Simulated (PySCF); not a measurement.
Gas-phase reaction: SnH₄ + 2 C₂H₄ → Sn(CH₃)₄

Method: PySCF energies plus ideal-gas RRHO corrections (1 bar). † marks an energy on the PBE0/def2-TZVP geometry and frequencies. MP2 freezes the core. All species are closed-shell singlets. B3LYP is the form with VWN-RPA correlation. Sn: scalar-relativistic def2 core potential, no spin-orbit coupling. MP2 isn't extrapolated to the basis-set limit.

| level | ΔH°(298 K), kJ |
|---|---|
| B3LYP/def2-TZVP† | [?] |
| BLYP/def2-TZVP† | -204 |
| MP2/def2-SVP† | -271 |
| PBE0/def2-SVP† | [?] |
| r2SCAN/def2-TZVP† | [?] |
| ωB97X-V/def2-TZVP† | -285 |

Problem. Fill in the missing entries.

Solution. 
- B3LYP/def2-TZVP†, ΔH°(298 K), kJ: -228
- PBE0/def2-SVP†, ΔH°(298 K), kJ: -275
- r2SCAN/def2-TZVP†, ΔH°(298 K), kJ: -282
